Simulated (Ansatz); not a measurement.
Ideal-gas functions of I3Si, SMILES `I[Si](I)I` radical at 298.15 K and 1 bar, from an Ansatz frequency run at PBE0-D4/def2-TZVP.

Molar mass 408.8 g/mol, point group C3v (symmetry number 3), electronic degeneracy 2, moments of inertia 1040.096, 1040.097, 2049.627 u Å². Harmonic wavenumbers (cm⁻¹, unscaled): 68, 68, 112, 269, 398, 398.

Use S(trans) = R[1.5 ln M + 2.5 ln T − 1.1517]; rotational temperatures θ = 24.2544 K / I; S(rot) = R[ln(√π/σ · √(T³/θAθBθC)) + 1.5]; for each mode x = 1.438777 ν̃/T, S = R[x/(eˣ − 1) − ln(1 − e⁻ˣ)] and H = RT x/(eˣ − 1); 1 cm⁻¹ = 0.0119627 kJ/mol; R = 8.31446 J/(mol·K).

Q: By hand: the entropy, in J/(mol·K).

A: Translation 183.9. Rotation: θ = 0.0233, 0.0233, 0.0118 K, giving 128.9. Vibration, mode by mode: 17.62, 17.62, 13.53, 6.71, 4.06, 4.06, in all 63.6. Electronic 5.8. Sum 382.2 J/(mol·K).

Q: By hand: H − E and G − E in kJ/mol, counted from the electronic energy.

A: Zero-point energy ½ × 1313 × 0.0119627 = 7.9; thermal vibration 8.9; translation, rotation and pV give 4 RT = 9.9. H − E = 26.7 kJ/mol, and G − E = 26.7 − 298.15 × 382.2/1000 = -87.3 kJ/mol.

Vibration gives 17 % of the entropy, 48.8 J/(mol·K) of it from the modes under 150 cm⁻¹: soft modes count most, and the harmonic formula is weakest for them.
